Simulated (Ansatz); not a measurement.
(CuH)3 ring (Cu₃H₃). The state is a singlet with charge 0. Geometry relaxed at PBE-D4/def2-SVP.

Cartesian coordinates in Å:
```
Cu 0.2557 1.2940 0.2389
H -0.6801 0.8260 1.5594
Cu -0.7379 -0.7085 0.8663
H -0.3609 -1.8256 -0.3372
Cu 0.4822 -0.5855 -1.1053
H 1.0409 0.9995 -1.2223
```

(1) Estimate the harmonic wavenumbers at RKS PBE-D4/def2-SVP (Ansatz, unscaled). Is this a minimum?

Results:

(1) 203, 203, 287, 368, 368, 523, 871, 991, 991, 1288, 1288, 1376 cm⁻¹. Yes, no mode is imaginary beyond noise. Zero-point energy 52.4 kJ/mol. It took 97 s on 4 threads of Intel Xeon on a shared host.
